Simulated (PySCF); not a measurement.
## Magnetisability: `B[C@H]([AlH][Cl])C(=C)C`, C4H9AlBCl

Molfile (atoms numbered from 1):
```
C4H9AlBCl
     RDKit          3D

 16 15  0  0  0  0  0  0  0  0999 V2000
    1.5562   -0.7485   -0.6737 B   0  0  0  0  0  0  0  0  0  0  0  0
    0.4404    0.2916   -0.6340 C   0  0  2  0  0  0  0  0  0  0  0  0
    1.6539    0.9187    0.9311 Al  0  0  0  0  0  3  0  0  0  0  0  0
    3.1416    2.2777    0.7346 Cl  0  0  0  0  0  0  0  0  0  0  0  0
   -0.9557    0.0481   -0.2294 C   0  0  0  0  0  0  0  0  0  0  0  0
   -1.9636    0.7636   -0.7257 C   0  0  0  0  0  0  0  0  0  0  0  0
   -1.1882   -1.0677    0.7431 C   0  0  0  0  0  0  0  0  0  0  0  0
    1.4582   -1.8101   -0.1804 H   0  0  0  0  0  0  0  0  0  0  0  0
    2.5676   -0.4638   -1.2221 H   0  0  0  0  0  0  0  0  0  0  0  0
    0.5164    1.1266   -1.3455 H   0  0  0  0  0  0  0  0  0  0  0  0
    1.2648    0.6001    2.3879 H   0  0  0  0  0  0  0  0  0  0  0  0
   -1.8032    1.5679   -1.4248 H   0  0  0  0  0  0  0  0  0  0  0  0
   -2.9875    0.5606   -0.4622 H   0  0  0  0  0  0  0  0  0  0  0  0
   -2.1974   -1.0314    1.1455 H   0  0  0  0  0  0  0  0  0  0  0  0
   -1.0425   -2.0301    0.2550 H   0  0  0  0  0  0  0  0  0  0  0  0
   -0.4686   -0.9945    1.5616 H   0  0  0  0  0  0  0  0  0  0  0  0
  1  2  1  0
  2  3  1  0
  3  4  1  0
  2  5  1  0
  5  6  2  0
  5  7  1  0
  1  8  1  0
  1  9  1  0
  2 10  1  6
  3 11  1  0
  6 12  1  0
  6 13  1  0
  7 14  1  0
  7 15  1  0
  7 16  1  0
M  END
```

Theory: PySCF, GIAO BHandHLYP/pcSseg-1 magnetisability, rotational g tensor and spin-rotation constants, non-relativistic, gas phase. Geometry: GFN2-xTB.

Task: How diamagnetic is it, and how anisotropic?

Result: Isotropic -1257 × 10⁻³⁰ J/T², or -75.7 × 10⁻⁶ cm³/mol; principal values -1515, -1208, -1049 × 10⁻³⁰ J/T², anisotropy 411 × 10⁻³⁰ J/T² (root of half the summed squared differences of the principal values). The susceptibility is in cgs units.

Task: Split it along the inertial axes a, b, c into diamagnetic and paramagnetic parts about the centre of mass, with the quadrupole moment.

Result: 
```
axis  χ (10⁻⁶ cm³/mol)  diamagnetic (10⁻⁶ cm³/mol)  paramagnetic (10⁻⁶ cm³/mol)  summed x² of all electrons (Å²)  quadrupole Θ (D Å)
   a             -73.2                      -461.4                        388.2                            304.0               -3.31
   b             -72.6                     -1487.9                       1415.3                             62.0               +4.77
   c             -81.2                     -1552.8                       1471.5                             46.7               -1.46
```
Anisotropies 2χaa − χbb − χcc = +7.4 and 2χbb − χaa − χcc = +9.2 × 10⁻⁶ cm³/mol. Θ is traceless in Buckingham's convention.

Task: And the rotational g tensor?

Result: 
```
axis  rotational constant (GHz)        g  nuclear part  electronic part
   a                     3.7292  -0.0571        0.6230          -0.6801
   b                     0.8431  -0.0150        0.5455          -0.5605
   c                     0.8050  -0.0097        0.5468          -0.5565
```
Asymmetric top; isotopes 27Al, 11B, 12C, 35Cl, 1H; no vibrational averaging.
